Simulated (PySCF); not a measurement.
# Bond curve of SbCl

Set-up: basis Sb def2-TZVPP with ECP28, Cl def2-TZVPP; scalar-relativistic core potentials; PySCF 2.14. Energies in eV from Sb + Cl in their ground configurations at the same level. State: ³Σ⁻ (triplet), unpaired electrons π ↑↑.

```
R (Å)   M06-L  UHF-SCS-MP2
2.019  -2.351       -1.640
2.113  -3.040       -2.327
2.207  -3.413       -2.695
2.278  -3.545       -2.822
2.348  -3.587       -2.856
2.418  -3.561       -2.823
2.512  -3.451       -2.702
2.630  -3.238       -2.473
2.771  -2.925       -2.131
2.958  -2.477       -1.485
```

Task: Put a parabola through the three lowest points of the M06-L curve and estimate Re, k and ωe (reduced mass 27.12 u; 1 eV/Å² = 0.16022 mdyn/Å; ωe = 1302.8·√(k/μ) cm⁻¹).

Result: Through R = 2.278, 2.348, 2.418 Å the second-order coefficient is 6.94 eV/Å², so Re ≈ 2.356 Å, k ≈ 2.22 mdyn/Å and ωe ≈ 373 cm⁻¹. A polynomial fit of higher order to the unrounded M06-L energies gives Re = 2.352 Å, k = 2.13 mdyn/Å, ωe = 365 cm⁻¹; anharmonicity and rounding make the difference.

The higher-order fit for each curve: M06-L: Re = 2.352 Å, ωe = 365 cm⁻¹, De = 3.59 eV; UHF-SCS-MP2: Re = 2.345 Å, ωe = 373 cm⁻¹, De = 2.86 eV.

Correlated steps freeze 9 core orbitals. These are scalar-relativistic numbers at best; spin–orbit coupling would shift them, the dissociation energy most. The state is the lowest determinant that a PBE0 search found; another state may lie lower at other levels.
